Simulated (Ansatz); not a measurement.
`COC(=S)[TeH]` + `CC(C)[SiH3]` → `CC(C)[TeH]` + `COC([SiH3])=S`  (redistribution)

Gas-phase electronic energies from Ansatz, PBE0-D4/def2-TZVP geometries. CBS: MP2 limit from def2 TZ/QZ plus the TZ coupled-cluster correction, frozen cores. Functionals use def2-TZVPP. def2 core potentials past Kr. For Te outer-core shells are correlated without core-valence functions, which leaves a few kJ/mol of doubt a bond.

CCSD(T)/CBS gives +5.2 kJ/mol.

Problem. Another level gave +17.3 kJ/mol. Which?
A. PBE-D4/def2-TZVPP
B. ωB97M-V/def2-TZVPP
C. PBE0-D4/def2-TZVPP
D. HF/def2-TZVPP

Solution. A. PBE-D4 17.3, PBE0-D4 12.7, HF/def2-TZVPP -2.3, ωB97M-V 6.7 kJ/mol.

Largest T1 diagnostic among the species: 0.017.

From PBE to PBE0 (25 % exact exchange), in def2-TZVPP and without D4, ΔE moves by −4.4 kJ/mol. In def2-TZVPP, CCSD(T) changes the Hartree–Fock value by +5.9 kJ/mol (the triples alone add +2.0 kJ/mol) and MP2 by +10.5 kJ/mol.
